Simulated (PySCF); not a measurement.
C3H8N, SMILES [N](C)CC, multiplicity 2. Geometry: TPSSh-D3(BJ)/def2-SVP. The isomer is the one that the SMILES or the coordinates give; other isomers of the formula were not compared. The values are those of a single conformer.

Question: Give the equilibrium geometry at TPSSh-D3(BJ)/def2-SVP (PySCF confirms it by a frequency run) as a Z-matrix, and its point group. (An estimate is asked for; the answer gives what the named calculation found.)

Answer: This is not unique; one that fits is point group Cs.
```
C
H 1 1.1130
H 1 1.1130 2 104.68
N 1 1.4405 2 109.60 3 -117.47
C 4 1.4364 1 112.63 2 57.18
H 5 1.1002 4 110.73 1 180.00
H 5 1.1106 6 108.53 4 -122.61
H 5 1.1106 6 108.53 7 -114.78
C 1 1.5245 2 110.41 3 118.83
H 9 1.1007 1 110.37 2 62.81
H 9 1.1007 10 107.84 1 -120.64
H 9 1.1013 10 108.56 11 -117.43
```
Charge 0, spin multiplicity 2.
